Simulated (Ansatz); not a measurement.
AlH$_{9}$Si$_{3}$, SMILES `[SiH3][Al]([SiH3])[SiH3]` at its PBE0-D4/def2-TZVP geometry, where that method's forces vanish. Charge 0, multiplicity 1.

```csv
atom,x (Å),y (Å),z (Å)
Si1,0.323,0.677,2.348
Al2,-0.050,0.019,0.008
Si3,1.858,-0.919,-1.230
Si4,-2.224,0.258,-1.113
H5,-0.887,1.239,3.013
H6,0.772,-0.499,3.150
H7,1.403,1.702,2.433
H8,1.542,-1.268,-2.644
H9,2.995,0.049,-1.248
H10,2.351,-2.158,-0.560
H11,-2.090,1.132,-2.315
H12,-2.704,-1.071,-1.593
H13,-3.290,0.838,-0.249
```

**Question.** For each bond, give half the difference of the two atoms' forces along it (eV/Å; positive pushes the atoms apart) under PBE-D4, r2SCAN-D4, B3LYP-D4, ωB97M-V in def2-TZVPP. (Best estimate.)

**Answer.** Ansatz gave: 
| bond | length (Å) | PBE-D4 | r2SCAN-D4 | B3LYP-D4 | ωB97M-V |
| --- | --- | --- | --- | --- | --- |
| Si1–Al2 | 2.459 | -0.07 | 0.00 | 0.05 | 0.05 |
| Si1–H5 | 1.490 | 0.09 | -0.02 | -0.06 | -0.10 |
| Si1–H6 | 1.492 | 0.10 | -0.01 | -0.06 | -0.10 |
| Si1–H7 | 1.492 | 0.10 | -0.01 | -0.06 | -0.10 |
| Al2–Si3 | 2.460 | -0.07 | 0.00 | 0.05 | 0.05 |
| Al2–Si4 | 2.458 | -0.06 | 0.00 | 0.05 | 0.05 |
| Si3–H8 | 1.490 | 0.09 | -0.02 | -0.06 | -0.10 |
| Si3–H9 | 1.492 | 0.10 | -0.01 | -0.06 | -0.10 |
| Si3–H10 | 1.493 | 0.10 | -0.01 | -0.06 | -0.10 |
| Si4–H11 | 1.493 | 0.10 | -0.01 | -0.06 | -0.10 |
| Si4–H12 | 1.493 | 0.10 | -0.01 | -0.06 | -0.10 |
| Si4–H13 | 1.490 | 0.09 | -0.02 | -0.06 | -0.10 |

B3LYP here is the variant with VWN-RPA as its local correlation; programs differ in this.
